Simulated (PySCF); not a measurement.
Stepwise substitution at one centre (B Br-H). Gas-phase values, no solvent. Strings in code marks are SMILES.

The S1 excitation (TDA) from two functionals at the same geometries (PBE0-D4/def2-TZVP), both in PySCF: PBE-D3(BJ)/def2-TZVP and PBE0-D4/def2-TZVP. Excitations are Tamm–Dancoff values on a coarser integration grid. The basis has no diffuse functions, so Rydberg states are missing or too high.

```
species                            PBE-D3(BJ)/def2-TZVP (eV)  PBE0-D4/def2-TZVP (eV)
---------------------------------  -------------------------  ----------------------
0 of 3 Br replaced by H                                 4.17                    4.70
1 of 3 Br replaced by H (`BrBBr`)                       4.41                    4.93
2 of 3 Br replaced by H                                 4.08                    4.53
```

Over these rows, drawn at random from the members with no instability flagged (it was tested for open shells, ions and some series alone), PBE minus PBE0-D4: mean -0.50 eV, from -0.53 eV to -0.45 eV.
